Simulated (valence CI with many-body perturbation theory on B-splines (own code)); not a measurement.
## Au39+: key properties

Calculated by configuration interaction combined with many-body perturbation theory (CI+MBPT): four valence electrons over a frozen Dirac-Fock core [Kr], a basis of 9 s, 9 p, 10 d, 8 f, 5 g, 3 h, 1 i functions for each j, with the one-electron correlation potential Σ1, the two-electron term Σ2, the three-electron term Σ3, Breit, model QED; selected CI, second order for the rest (own B-spline code, finite nucleus).

The last digits are not significant, and no measured levels were compared; by estimate large intervals hold to a few tenths of a per cent, small ones and those within an open d or f shell to about a per cent. Only levels of the ground parity were solved; by the run's estimate the other parity begins above the list, which can be wrong where configurations are misplaced.

Levels are named by their leading jj configuration (3d3/2^4 stands for four electrons in 3d with j = 3/2), which in mixed levels can hold well under half, so a name can repeat and another be missing.

Rates and lifetimes use the calculated energies. Strong lines usually hold to 10 to 20 %, long lifetimes can be off by a factor of two.

Q: What is the ground level?

A: (4d3/2^4) J=0, composition 59 % 4d⁴ ³P + 27 % 4d⁴ ⁵D + 13 % 4d⁴ ¹S.

Q: Name the longest-lived excited levels whose lifetime is computed, and their main decay.

A: (4d3/2^2 4d5/2^2) J=6 at 428810 cm⁻¹ lives 32.8 ms, mostly by E2 to (4d3/2^3 4d5/2) J=4. The lifetime of (4d3/2^3 4d5/2) J=4 is too uncertain to give, and may be longer.

Q: What is the ionisation energy?

A: 1846.5 eV; NIST lists 1845 ± 4 eV (theoretical).

Q: How well does LS coupling describe the low levels?

A: Among the lowest 20 levels the leading LS term, summed over configurations, holds 48 % on average. For single configurations the figures are 48 % in LS and 96 % in jj coupling. Terms mix most in the J = 4 level at 220390 cm⁻¹, where the leading one holds 28 %.
